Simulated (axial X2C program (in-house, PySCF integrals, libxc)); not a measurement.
# SbN⁻ at several levels of theory

All values were computed with an axial X2C code built on PySCF integrals. Spin-free means the one-electron spin-free X2C Hamiltonian; two-component (2c) means X2C with spin–orbit coupling and atomic mean-field two-electron Coulomb and Gaunt terms, so the difference of the two also holds small scalar two-electron terms. Basis: Sb dyall-acv3z [12s13p9d5f1g], N dyall-av3z [7s7p3d2f] (cores contracted in-house); Gaussian nuclei, density fitting, unrestricted open shells. Masses: Sb 120.904 u, N 14.003 u.

Input:
```json
{"zs": [51, 7], "q": -1, "bas": ["dyall-acv3z", "dyall-av3z"], "levels": ["PBE0", "HF", "M06"], "cc": true, "r0": 1.93, "thr": -1.0, "nmax": 90, "npts": 10, "nst": 2, "ntry": 6}
```
```bash
python so2c.py task.json out
```

Keys: zs atomic numbers; q charge; bas basis sets; levels methods; cc coupled cluster on or off; r0 starting distance in Å; thr threshold in hartree for freezing inner shells (an s shell follows its p shell); nmax most natural virtual spinors; npts points on the curve; nst determinants followed; ntry starts of the search. HF also brings MP2.

State, spin-free: M_S = 1/2, Λ = 1 (beyond evenly filled blocks: π+α); electrons by block: σα: 13, σβ: 13, π+α: 7, π+β: 6, π-α: 6, π-β: 6, δ+α: 2, δ+β: 2, δ-α: 2, δ-β: 2. Fragments: Sb- + N.

State, 2c: Ω = 1/2 (⟨Sz⟩ = -0.50, ⟨Lz⟩ = 1.00 at HF); electrons by block: 1/2: 20, -1/2: 19, 3/2: 8, -3/2: 8, 5/2: 2, -5/2: 2. Fragments: Sb- + N.

```csv
Hamiltonian,level,Re (Å),ωe (cm⁻¹),ωexe (cm⁻¹),αe (cm⁻¹),De (eV),μ (D)
spin-free,PBE0,1.881,749.8,6.94,0.00362,3.25,-3.39
spin-free,HF,2.024,525.6,6.97,0.00376,0.367,-1.74
spin-free,CCSD,1.896,741.0,6.67,0.00336,2.72,n/a
spin-free,CCSD(T),1.891,776.6,6.29,0.00297,3.03,n/a
spin-free,M06,1.884,770.4,6.83,0.0031,3.45,-3.60
2c,HF,2.030,518.4,7.16,0.00383,n/a,-1.90
2c,CCSD,1.904,724.6,6.5,0.00339,2.66,n/a
2c,CCSD(T),1.898,757.7,6.26,0.00305,2.95,n/a
```

Correlated methods: 11 electrons correlated (number of frozen shells: Sb 4 s, 3 p, 2 d; N 1 s), 289 virtual spin orbitals or spinors in MP2, 90 natural virtuals in coupled cluster.

Dipoles are positive if N is the positive end and refer to the centre of mass.

Occupations by symmetry block were frozen at the best pattern of an incomplete PBE0 search. Dissociation energies refer to the lowest single-determinant-based atoms at the same level and basis. De is not given where an atomic determinant may have missed its ground term or J level, or where the truncated virtual space spoils (T). CCSD and (T) use frozen natural virtuals with an MP2 correction for the truncation; (T) itself is uncorrected, so its De runs slightly low. Without a current term, density functionals place determinants with orbital angular momentum somewhat too high. The highest occupied level of some functionals is positive through self-interaction error; at Hartree–Fock it is bound. The determinant is spin-polarised beyond a pure state at some levels (its spin-free form has ⟨S²⟩ too high), which makes Re and μ there less reliable. The T1 diagnostic is large, a sign of multireference character. The stretched end of a curve changes character and is left out. With the outer-core shells frozen, correlated bond lengths of heavy atoms tend to come out a few hundredths of an ångström too long. Hartree–Fock gets electron affinities wrong, so its lowest charge split need not be the true one.

No reliable constants came from M06 (2c), MP2 (2c), MP2 (spin-free), PBE0 (2c): no minimum in range, unconverged points, a curve that is not smooth, a change of character along it, or the two Hamiltonians disagreeing along it.

Rough cost a point (2c) on 1 thread(s) of a shared host, integrals apart: HF 0.7 s, CCSD(T) 6 s.

The whole task took 3.3 min on 1 thread of Arm Neoverse V2, on a shared host.
